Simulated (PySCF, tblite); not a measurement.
Potential energy curve for ZnH, doublet. Each curve is given relative to its own lowest point near equilibrium.

```tsv
R / Å	A	B	C
1.21	118.1	136.9	143.7
1.31	53.6	63.2	69.9
1.38	26.9	32.4	40.4
1.45	10.8	13.6	21.7
1.53	1.8	2.8	8.9
1.58	0.0	0.2	4.2
1.62	0.2	0.0	1.8
1.66	1.7	1.1	0.4
1.72	5.7	4.5	0.0
1.78	11.6	9.7	1.1
1.86	21.4	18.4	4.4
1.99	40.1	34.4	12.7
2.20	69.7	58.3	31.3
2.43	92.7	75.7	54.8
2.67	105.7	84.0	79.9
2.88	110.7	86.5	100.6
3.20	112.7	87.1	127.1
3.52	112.5	86.7	146.4
3.97	112.0	86.4	162.7
4.41	111.9	86.2	170.0
4.88	112.1	86.2	—
5.70	112.5	86.3	—
6.40	112.6	86.3	—
```

Energies in kJ/mol.

**Question.** Which curve belongs to which method? The methods are GFN2-xTB, 300 K electronic temperature run with tblite; CCSD(T) on UHF/def2-TZVP, 5 core orbitals frozen in PySCF 2.14.0; unrestricted Hartree-Fock/3-21G (PySCF 2.14.0).

**Answer.** A is UHF/3-21G; B is UCCSD(T); C is GFN2-xTB.

A dash means that the run gave no value there, or that the column was ended at a point which the program doubted or which failed a test of continuity chosen for this set; such a test can also cut sound points.

The unrestricted determinant behind UCCSD(T) is spin-contaminated at 2.20 to 2.43 Å (<S²> up to 0.9, against 0.75 for a pure doublet). The unrestricted determinant behind UHF/3-21G is spin-contaminated at 2.20 to 2.67 Å (<S²> up to 0.9, against 0.75 for a pure doublet).
